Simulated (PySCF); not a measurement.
C$_{2}$H$_{3}$O (SMILES C[C-]=O), charge -1, singlet, geometry from GFN2-xTB. Base run: HF/def2-SVP run with PySCF.

Here is a job for PySCF.
```python
from pyscf import gto, scf

mol = gto.M(
    atom='''
O     1.202222    0.357989    0.020415
C    -0.023925    0.670557   -0.012722
C    -0.969557   -0.665232   -0.009621
H    -0.422319   -1.620473    0.019993
H    -1.637080   -0.621627    0.859365
H    -1.597490   -0.653758   -0.908618
''',
    basis='def2-svp',
    charge=-1,
    spin=0,
    verbose=4,
)

mf = scf.RHF(mol)
mf.kernel()
mo_i, mo_e, stable_i, stable_e = mf.stability(internal=True, external=True, return_status=True, nroots=6, tol=1e-6)
print('internally stable:', stable_i, ' externally stable:', stable_e)
if not stable_e:
    umf = mf.to_uhf() if not hasattr(mf, 'xc') else mf.to_uks()
    umf.scf_summary = {}
    umf.kernel(umf.make_rdm1(mo_e, umf.mo_occ))
```

The bond that is stretched is that between atoms 5 and 3. A test that says stable can miss a lower solution.

Each row names what was changed in the base input (with any setting that the change needs).

```tsv
change	ΔE vs base (kcal/mol)	<S^2>	E after following the instability (Eh)	<S^2> there	HOMO-LUMO gap (eV)	stability test says
base	0.000	0.000	-	-	11.06	stable
bond × 1.25	17.61	0.000	-	-	10.74	stable
bond × 1.5	47.00	0.000	-152.05058	0.06	9.92	external instability
bond × 1.8	78.7	0.000	-152.01526	0.80	8.88	external instability
bond × 2.2	109.4	0.000	-152.00016	1.12	7.91	external instability
bond × 3.0	140.7	0.000	-151.99432	1.24	5.55	external instability
```

Where a bond breaks into two radicals, a solution with restricted orbitals usually stops being the lowest and lies too high; an unrestricted one lies lower at the price of spin contamination, which <S^2> shows.
